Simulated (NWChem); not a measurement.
Species: BF₂ cation

```xyz
3

F      0.0000     0.0000    -1.2264
B      0.0000     0.0000     0.0000
F      0.0000     0.0000     1.2264
```
Atoms are numbered in this order, from 1.

Results from NWChem. The geometry was optimised at PBE0-D3(BJ)/def2-TZVP. Vertical excitations in the gas phase; the lowest state need not have the same character in each row.

For level B3LYP/aug-cc-pVDZ, full TDDFT:

```
Property          Value
----------------  -----
orbital gap (eV)  13.54
```

Question: How do the values read with level PBE0/aug-cc-pVDZ, full TDDFT instead?

Answer: The orbital gap (eV) is 14.31.
